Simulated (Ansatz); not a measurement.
A search over several starts for the lowest SCF solution of the cluster Cd2O2 at the given spin, in a small basis.

```yaml
crystal:
  periodic: [false, false, false]
  atoms:
    - {symbol: Cd, position_ang: [-0.275918, -1.457390, -1.060331]}
    - {symbol: Cd, position_ang: [-0.911667, 1.394286, -0.741391]}
    - {symbol: O, position_ang: [0.738153, -0.615892, 0.828511]}
    - {symbol: O, position_ang: [0.449431, 0.678996, 0.973221]}
basis:
  gaussian: {orbitals: def2-SVP, initial_orbitals: start.molden}
hamiltonian: {xc: pbe0, dispersion: d4}
output: {orbitals: {seedname: orbitals}}
```

The file start.molden holds the orbitals of an earlier run on this structure, at another level or in another basis.

```sh
$ ansatz run in.yaml --threads 4 --pin off --events-out ev --progress --plain --max-ram 3916MiB
```

It prints (some lines left out):

```
Functional definition: PBE0
916 factors; integrals over basis functions are off by at most 1.0e-3 eV
mean field evaluation 1: about -13178.0418 eV, gradient 1.0e2 eV
mean field evaluation 2: about -13200.6736 eV, gradient 2.8e1 eV
mean field evaluation 4: about -13206.5260 eV, gradient 3.5e1 eV
mean field evaluation 8: about -13210.6574 eV, gradient 1.7e0 eV
mean field evaluation 16: about -13210.6802 eV, gradient 2.1e-5 eV
mean field evaluation 32: about -13210.6802 eV, gradient 1.5e-3 eV
mean field -13210.68017687 eV, -485.4835419792 hartree, gradient 2.1e-5 eV, S^2 0.000000; 3 other end points of the search recorded, 0 dependent functions left out
reference -13210.68020458 eV, -485.4835429977 hartree; 28, 28 occupied and 62, 62 virtual orbitals, 916 factors
Total energy: -13210.77501434 eV, -485.4870271920 hartree
```

Hardware: 4 threads of Arm Neoverse V1 on a shared host. Wall time 2.2 s.

In the def2 sets Cd takes a core potential; there is no spin–orbit coupling. The structure holds 1 bond(s) between oxygen atoms. The restricted singlet is unstable towards broken spin symmetry at other levels; at PBE0-D4/def2-SVP this wasn't settled. The geometry of the singlet was relaxed on an unsound state (an occupied level 0.14 eV above an empty one). At PBE0-D4/def2-TZVP a triplet of charge 0 lies 0.98 eV below the restricted singlet, each at its own geometry. Another isomer (singlet) lies 0.06 eV lower at r2SCAN-D4/def2-TZVP.
